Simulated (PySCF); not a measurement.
Gas-phase reaction: 2 TiCl₂(OH)₂ + 4 Cl = 2 TiCl₄.H₂O + O₂

Method: PySCF energies plus ideal-gas RRHO corrections (1 bar). † marks an energy on the PBE0/def2-TZVP geometry and frequencies; other levels use their own. MP2 and CCSD(T) freeze the core. Open shells (unrestricted): Cl (multiplicity 2), O₂ (multiplicity 3); the rest are closed-shell singlets. Spin-orbit splitting is ignored; it lowers the true energy and changes the entropy of Cl. Adducts (TiCl₄.H₂O) have no counterpoise correction, and HF, PBE, BLYP, B3LYP and PBE0 lack dispersion. TiCl₂(OH)₂, TiCl₄.H₂O: computed as isolated molecules; such fragments, hydroxides, amides, oligomers or adducts are transient or little studied in the gas. MP2 isn't extrapolated to the basis-set limit. CCSD(T) isn't extrapolated to the basis-set limit. Warning, large T1 diagnostic: TiCl₂(OH)₂, TiCl₄.H₂O (CCSD(T)/def2-SVP†).

| level | ΔH°(298 K), kJ |
|---|---|
| CCSD(T)/def2-SVP† | … |
| M06-2X/def2-TZVP† | -502 |
| MP2/def2-SVP† | -470 |
| PBE/def2-SVP | … |
| PBE0/def2-TZVP | … |
| r2SCAN/def2-TZVP† | -548 |
| ωB97M-V/def2-TZVP† | -503 |

Q: What belongs in the gaps?

A: 
- CCSD(T)/def2-SVP†, ΔH°(298 K), kJ: -433
- PBE/def2-SVP, ΔH°(298 K), kJ: -584
- PBE0/def2-TZVP, ΔH°(298 K), kJ: -509
